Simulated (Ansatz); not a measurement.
Relaxation of the cluster In₄N₄⁺ with UKS r2SCAN-D4/def2-SVP.

```sh
$ ansatz run in.yaml --threads 6 --pin off --events-out ev --progress --plain --max-ram 7833MiB
```

```yaml
crystal:
  periodic: [false, false, false]
  atoms:
    - {symbol: In, position_ang: [0.445490, 1.476360, 0.903390]}
    - {symbol: In, position_ang: [-1.603130, -0.044980, -0.897270]}
    - {symbol: In, position_ang: [-0.581300, -2.560140, 0.442540]}
    - {symbol: In, position_ang: [2.647140, -0.067060, -0.487260]}
    - {symbol: N, position_ang: [2.487270, 1.938090, 0.209640]}
    - {symbol: N, position_ang: [-2.525650, -1.891020, -0.112680]}
    - {symbol: N, position_ang: [-1.470080, 1.919840, -0.000160]}
    - {symbol: N, position_ang: [0.600260, -0.771090, -0.058200]}
basis:
  gaussian: {orbitals: def2-SVP}
total_charge: 1
magnetization: {spin_polarized: true, initial_magnetization: 1}
hamiltonian: {xc: r2scan, dispersion: d4}
scf: {lower_state_search: "off"}
output: {orbitals: {seedname: orbitals}}
relax: {f_tol: 0.03, max_steps: 70}
```

Run time 4.3 min (6 threads of Intel Xeon on a shared host).

Positions (Å) and forces (eV/Å) at steps 1, 2, 3, 4, 5, 6, 7, 8, 9, 10, 11, 13, 16, 17 of 17:

```xyz
8
step=1 energy=-26640.7499 eV
In    0.445    1.476    0.903    0.616   -0.128   -0.635
In   -1.603   -0.045   -0.897    0.210   -0.247    0.733
In   -0.581   -2.560    0.443    1.367   -0.697    0.460
In    2.647   -0.067   -0.487   -0.285   -0.834   -0.246
N     2.487    1.938    0.210   -0.755    0.172    0.613
N    -2.526   -1.891   -0.113   -0.604    0.886   -0.677
N    -1.470    1.920    0.000   -0.019   -0.112   -0.165
N     0.600   -0.771   -0.058   -0.529    0.959   -0.083
8
step=2 energy=-26641.2106 eV
In    0.409    1.486    0.825    0.561    0.360   -0.214
In   -1.569    0.020   -0.807   -0.265   -0.606    0.004
In   -0.407   -2.637    0.485    0.359   -0.198   -0.067
In    2.554   -0.192   -0.524    0.000   -0.178   -0.278
N     2.427    1.827    0.275   -0.124    0.001    0.430
N    -2.391   -1.855   -0.165   -0.254    0.290   -0.166
N    -1.499    2.013   -0.031   -0.047    0.003   -0.036
N     0.476   -0.662   -0.058   -0.231    0.329    0.327
8
step=3 energy=-26641.3939 eV
In    0.471    1.594    0.754   -0.238    0.431   -0.143
In   -1.614   -0.037   -0.754   -0.217    0.343    0.036
In   -0.328   -2.677    0.441    0.053    0.080   -0.088
In    2.486   -0.223   -0.576    0.100    0.118   -0.099
N     2.502    1.786    0.384    0.092   -0.368    0.117
N    -2.409   -1.896   -0.187   -0.040   -0.270    0.044
N    -1.493    2.002   -0.076    0.029   -0.065   -0.054
N     0.386   -0.548    0.015    0.222   -0.270    0.187
8
step=4 energy=-26641.4912 eV
In    0.465    1.731    0.638    0.248    0.061   -0.114
In   -1.681   -0.031   -0.646    0.024    0.328    0.183
In   -0.232   -2.712    0.374   -0.028    0.348   -0.048
In    2.456   -0.260   -0.639   -0.139    0.356    0.279
N     2.551    1.653    0.524   -0.363   -0.366   -0.107
N    -2.381   -1.958   -0.185   -0.008   -0.256    0.027
N    -1.531    2.064   -0.151    0.089   -0.146   -0.061
N     0.353   -0.486    0.085    0.177   -0.324   -0.159
8
step=5 energy=-26641.5473 eV
In    0.472    1.753    0.594    0.261    0.043   -0.022
In   -1.715   -0.037   -0.578   -0.003    0.207    0.191
In   -0.218   -2.669    0.344   -0.005    0.193   -0.005
In    2.459   -0.235   -0.636   -0.011    0.125    0.132
N     2.558    1.603    0.578   -0.455   -0.168   -0.071
N    -2.400   -2.001   -0.171    0.031   -0.077   -0.021
N    -1.521    2.070   -0.188    0.115   -0.171   -0.051
N     0.365   -0.485    0.057    0.067   -0.153   -0.153
8
step=6 energy=-26641.5883 eV
In    0.471    1.780    0.560    0.026    0.067    0.018
In   -1.739   -0.028   -0.509   -0.032    0.041    0.129
In   -0.187   -2.623    0.335   -0.010    0.121    0.017
In    2.475   -0.235   -0.649    0.008    0.030    0.051
N     2.505    1.516    0.628   -0.057    0.050    0.005
N    -2.392   -2.019   -0.165    0.042   -0.036   -0.030
N    -1.515    2.070   -0.220    0.141   -0.067   -0.016
N     0.382   -0.461    0.021   -0.117   -0.207   -0.173
8
step=7 energy=-26641.6108 eV
In    0.490    1.795    0.541   -0.278   -0.061   -0.090
In   -1.814   -0.030   -0.410    0.159    0.109    0.095
In   -0.178   -2.575    0.340   -0.023    0.064    0.000
In    2.499   -0.208   -0.636    0.012   -0.209   -0.182
N     2.502    1.486    0.683    0.062    0.171    0.156
N    -2.402   -2.068   -0.168    0.034    0.065   -0.039
N    -1.469    2.062   -0.263    0.103   -0.197    0.028
N     0.371   -0.461   -0.088   -0.069    0.056    0.032
8
step=8 energy=-26641.6081 eV rejected
In    0.473    1.767    0.597    0.241    0.114    0.030
In   -1.810   -0.021   -0.384   -0.146   -0.025    0.024
In   -0.177   -2.531    0.439   -0.076   -0.062    0.073
In    2.400   -0.211   -0.757    0.218    0.286    0.160
N     2.520    1.483    0.705   -0.091   -0.148   -0.174
N    -2.340   -2.068   -0.271   -0.101   -0.143   -0.051
N    -1.414    2.022   -0.302   -0.014    0.064    0.017
N     0.349   -0.441   -0.028   -0.030   -0.085   -0.080
8
step=9 energy=-26641.6292 eV
In    0.485    1.785    0.549    0.007   -0.007   -0.031
In   -1.814   -0.035   -0.351   -0.094    0.016   -0.024
In   -0.203   -2.536    0.400   -0.012   -0.055    0.032
In    2.484   -0.197   -0.694    0.013    0.003   -0.008
N     2.511    1.490    0.702    0.024    0.023    0.013
N    -2.399   -2.083   -0.244    0.098    0.071   -0.012
N    -1.440    2.028   -0.279    0.025   -0.055    0.033
N     0.376   -0.452   -0.082   -0.062    0.003   -0.002
8
step=10 energy=-26641.6306 eV
In    0.490    1.777    0.536    0.047   -0.008    0.067
In   -1.830   -0.024   -0.368   -0.020    0.050    0.091
In   -0.218   -2.521    0.474    0.027    0.058    0.037
In    2.464   -0.217   -0.711   -0.010    0.014    0.022
N     2.520    1.486    0.682   -0.009   -0.003   -0.030
N    -2.325   -2.075   -0.312   -0.139   -0.146   -0.076
N    -1.453    2.025   -0.227   -0.031    0.054   -0.063
N     0.352   -0.451   -0.076    0.135   -0.019   -0.048
8
step=11 energy=-26641.6366 eV
In    0.493    1.775    0.541    0.072   -0.030    0.055
In   -1.847   -0.026   -0.332   -0.055   -0.065    0.001
In   -0.226   -2.498    0.508   -0.029    0.007   -0.004
In    2.461   -0.210   -0.730   -0.011    0.025    0.041
N     2.527    1.484    0.690   -0.004   -0.019   -0.051
N    -2.324   -2.091   -0.353    0.022    0.013    0.000
N    -1.437    2.015   -0.236   -0.066    0.071   -0.036
N     0.353   -0.448   -0.089    0.072   -0.002   -0.006
8
step=13 energy=-26641.6344 eV rejected
In    0.501    1.755    0.548   -0.012    0.025    0.010
In   -1.863   -0.026   -0.331    0.054   -0.052    0.067
In   -0.254   -2.516    0.493    0.008    0.047    0.035
In    2.467   -0.240   -0.679    0.031    0.026   -0.005
N     2.563    1.554    0.624   -0.118   -0.067   -0.027
N    -2.316   -2.088   -0.386   -0.022    0.001   -0.044
N    -1.455    2.018   -0.211    0.054    0.040   -0.003
N     0.357   -0.458   -0.058    0.005   -0.020   -0.032
8
step=16 energy=-26641.6318 eV rejected
In    0.491    1.754    0.588   -0.050   -0.039   -0.026
In   -1.851   -0.025   -0.334   -0.017    0.043    0.014
In   -0.279   -2.501    0.551    0.203    0.074    0.065
In    2.443   -0.205   -0.737    0.004   -0.083   -0.046
N     2.531    1.502    0.644    0.092    0.043    0.057
N    -2.261   -2.091   -0.391   -0.164    0.068   -0.104
N    -1.429    2.026   -0.232   -0.092   -0.053   -0.002
N     0.356   -0.462   -0.090    0.025   -0.053    0.041
8
step=17 energy=-26641.6401 eV
In    0.495    1.751    0.561   -0.025    0.003    0.000
In   -1.862   -0.025   -0.327    0.004    0.017    0.001
In   -0.259   -2.484    0.557    0.000   -0.001   -0.002
In    2.456   -0.229   -0.721    0.009   -0.013   -0.010
N     2.541    1.508    0.636    0.001    0.002    0.004
N    -2.275   -2.088   -0.419    0.002   -0.003    0.003
N    -1.454    2.023   -0.207    0.006   -0.007    0.002
N     0.358   -0.457   -0.079    0.005    0.001    0.003
```

In the def2 sets In takes a core potential; there is no spin–orbit coupling. The charge 1 doublet is spin-contaminated (final ⟨S²⟩ up to 2.72, 0.75 for a pure state). Another isomer (doublet) lies 0.84 eV lower at PBE0-D4/def2-TZVP; other spin states weren't run for this one.
